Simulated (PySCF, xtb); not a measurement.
H2NbO2, SMILES [OH][Nb][OH] (connectivity only; charge and spin as stated), neutral, multiplicity 4. One conformer was computed; it need not be the lowest.

Harmonic wavenumbers (cm⁻¹) from xtb 6.7.1 with GFN2-xTB at its own minimum, in rising order: 173, 173, 524, 524, 550, 550, 618, 708, 3586, 3603.

Q: What does PBE0-D3(BJ)/def2-TZVP (PySCF) give at its own minimum? (The exact figures need the calculation; the answer reports its results.)

A: 47, 47, 430, 430, 465, 465, 715, 721, 3995, 3997. Paired by order, the mean absolute difference is 152 cm⁻¹ and the zero-point energies are 15.7 and 16.2 kcal/mol.
